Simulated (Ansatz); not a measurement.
HClGe, SMILES `[Cl][GeH]` (lower singlet) (charge 0, multiplicity 1). This singlet lies 1.70 eV below the relaxed triplet at the level composite: frozen-core CCSD(T) with HF/cc-pVQZ and the correlation energy extrapolated as X^-3 from cc-pVTZ and cc-pVQZ, plus CCSDT(Q) minus CCSD(T) in cc-pVDZ // B3LYP-D3(BJ)/def2-TZVP (Ansatz, an electronic-structure program).

The numbers are results of r2SCAN/cc-pVTZ // B3LYP-D3(BJ)/def2-TZVP (Ansatz), not measurements.

Ansatz 0.2 input:
```yaml
crystal:
  periodic: [false, false, false]
  atoms:
    - { symbol: Cl, position_ang: [1.568473, -0.317447, -0.000005] }
    - { symbol: Ge, position_ang: [-0.324834, 0.816974, 0.0] }
    - { symbol: H, position_ang: [-1.24364, -0.499526, 0.000005] }
basis:
  gaussian: { orbitals: cc-pVTZ }
hamiltonian:
  xc: r2scan
```

Output:

```
Functional definition: r2SCAN
690 factors; their error is unknown
mean field evaluation 1: about -69057.1778 eV, gradient 1.8e1 eV
mean field evaluation 2: about -69056.1901 eV, gradient 2.6e1 eV
mean field evaluation 4: about -69057.8643 eV, gradient 1.2e0 eV
mean field evaluation 8: about -69057.8572 eV, gradient 2.3e-2 eV
mean field -69057.85722881 eV, -2537.8294440620 hartree, gradient 6.5e-5 eV, S^2 0.000000; 0 other end points of the search recorded, 0 dependent functions left out
reference -69057.85723755 eV, -2537.8294443831 hartree; 25, 25 occupied and 66, 66 virtual orbitals, 690 factors
Total energy: -69057.85723755 eV, -2537.8294443831 hartree
```
